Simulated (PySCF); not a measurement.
From computed data to an observable: chemical shift, span and skew from a shielding tensor

hexafluorocyclobutene (C4F6), SMILES FC1=C(F)C(F)(F)C1(F)F. Atoms are numbered in the order given.

```xyz
10

F     -1.5903     0.0000     1.8857
C     -0.6709     0.0000     0.9655
C      0.6709     0.0000     0.9655
F      1.5903     0.0000     1.8857
C      0.7810     0.0000    -0.5309
F      1.3344     1.0827    -1.0877
F      1.3344    -1.0827    -1.0877
C     -0.7810     0.0000    -0.5309
F     -1.3344    -1.0827    -1.0877
F     -1.3344     1.0827    -1.0877
```

Coordinates come from a PBE0-D3(BJ)/def2-SVP optimisation.

GIAO shieldings from KT2/pcSseg-1 (PySCF), non-relativistic, no solvent. The symmetric part of the tensor of C2 has the principal values -21.5, 76.6, 79.0 ppm. The same nucleus in TMS has σ = 185.1 ppm at this level (PySCF, at its B3LYP-D3(BJ)/def2-TZVP geometry).

Question: Work out the isotropic shielding, the ¹³C shift against TMS, the span and the skew.

Answer: 
σ(iso) = (σ11 + σ22 + σ33)/3 = 44.7 ppm. δ = σ(ref) − σ(iso) = 185.1 − (44.7) = 140.4 ppm.
Span Ω = σ33 − σ11 = 100.5 ppm. Skew κ = 3(σ(iso) − σ22)/Ω = -0.95. Tumbling in solution averages the tensor to δ; in a static solid the shielding alone would spread this spin-1/2 line over Ω.
